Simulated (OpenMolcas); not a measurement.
## Ni3+, Pd3+, Pt3+: d7 down the group

```json
{"Program": "OpenMolcas 26.06", "Method": "MS-CASPT2, IPEA 0.25 Eh, imaginary shift 0.1 Eh", "Basis": "ANO-RCC-VTZP", "Scalar Hamiltonian": "DKH2, point nucleus", "Spin-orbit coupling": "RASSI with atomic mean-field integrals over the reference wave functions, term energies averaged over their components"}
```

Active space for each ion: 7 electrons in 5 orbitals (d); closed shells correlated by CASPT2: Ni3+ 3s 3p; Pd3+ 4s 4p; Pt3+ 5s 5p.

Computed levels in cm-1 above 4F 9/2:

| Level | Ni3+ | Pd3+ | Pt3+ |
| --- | --- | --- | --- |
| 4F 7/2 | 1151 | 2780 | 9680 |
| 4F 5/2 | 1985 | 4490 | 11100 |
| 4F 3/2 | 2550 | 5550 | 16360 |
| 4P 5/2 | 18460 | 13580 | 17360 |
| 4P 1/2 | 19320 | 15320 | 20910 |
| 2G 9/2 | 19680 | 15470 | 19140 |
| 2G 7/2 | 20760 | 18160 | 26050 |
| 2P 1/2 | 24460 | 21610 | 34180 |
| 2H 11/2 | 27080 | 20890 | 25550 |
| weight of 4F in the lowest level (%) | 100 | 97 | 84 |

Mixed levels, with the weight of the term that names them: Pt3+ 4F 5/2 (58 %), Pt3+ 4F 3/2 (50 %), Pt3+ 4P 1/2 (69 %), Pt3+ 2G 9/2 (59 %), Pt3+ 2P 1/2 (69 %).

Measured, with the error of the calculation in %. Measured levels: Ni3+ from Corliss and Sugar, J. Phys. Chem. Ref. Data 10, 197 (1981).

```csv
Level,Ni3+
4F 7/2,1190 (-3.3)
4F 5/2,2042 (-2.8)
4F 3/2,2621 (-2.6)
4P 5/2,18119 (+1.9)
4P 1/2,18958 (+1.9)
2G 9/2,19830 (-0.8)
2G 7/2,20948 (-0.9)
2P 1/2,24651 (-0.8)
2H 11/2,26649 (+1.6)
```

The fine-structure level 4F 3/2 changes by a factor of 6.42 from Ni3+ to Pt3+.

Without spin-orbit coupling 4P lies 17710, 11800, 10290 cm-1 above 4F in that order; the difference to the level 4P 5/2, of either sign, comes from spin-orbit coupling, which also lowers the zero.

CASPT2 breaks the degeneracy within a term, and the mean is taken; among the terms shown or strongly mixed into the levels shown the widest spread is 990 cm-1 (3d7 4F, Ni3+). The CASPT2 spread within a term exceeds the gap to the next term for 5d7 2H and 5d7 2D(1), so the order of their levels is uncertain (holds for Pt3+). Measured partners are found by configuration, term and J. A level has none where our copy of the source lacks it or the pairing is in doubt (some pairs that miss far off the trend of their configuration count as doubtful), and it then counts in no deviation. Levels of configurations outside the active space are missing.

A number in round brackets counts repeated terms of one configuration in the order of the reference energies.
